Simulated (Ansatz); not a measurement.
Species: C3H8BrSi, net charge 0, doublet state. It need not be the lowest isomer of its formula. 
Structure (B3LYP-D3(BJ)/def2-TZVP (Ansatz, a quantum-chemistry and plane-wave program) minimum search):
SMILES: C[Si](Br)(C)[CH2]
```xyz
13

C     -0.4684     2.0249    -0.8848
Si    -0.0325     0.2439    -0.8286
C      1.6681    -0.0719    -1.5254
C     -1.3461    -0.8128    -1.6254
Br     0.0384    -0.3411     1.3687
H      0.2770     2.8100    -0.8218
H     -1.4950     2.3744    -0.8806
H      1.6924     0.1711    -2.5907
H      2.4163     0.5383    -1.0174
H      1.9471    -1.1197    -1.4049
H     -2.3219    -0.6264    -1.1746
H     -1.1150    -1.8725    -1.5065
H     -1.4135    -0.5924    -2.6938
```
Charge 0, spin multiplicity 2.

Basis-set convergence of Hartree-Fock and CCSD correlation energies (hartree) with Ansatz. Valence correlation only, unless marked. Open shells are spin-unrestricted. No spin-orbit coupling. The frozen core is the preceding noble-gas configuration, with the filled d and f shells of earlier blocks. No relativistic terms.

```
basis       functions        E(HF)  E(corr, CCSD)
----------  ---------  -----------  -------------
def2-SVP          132  -2979.16308       -0.68563
def2-TZVPP        295  -2979.71654       -0.84437
def2-QZVPP        570  -2979.78037       -0.89536
```

Extrapolating the two largest sets (X = 3 and 4) as X^-3: E(corr) = (64·(-0.89536) - 27·(-0.84437))/37 = -0.9326 Eh, an estimate of the basis-set limit. The largest set recovers 96.0 % of it, the smallest 73.5 %.
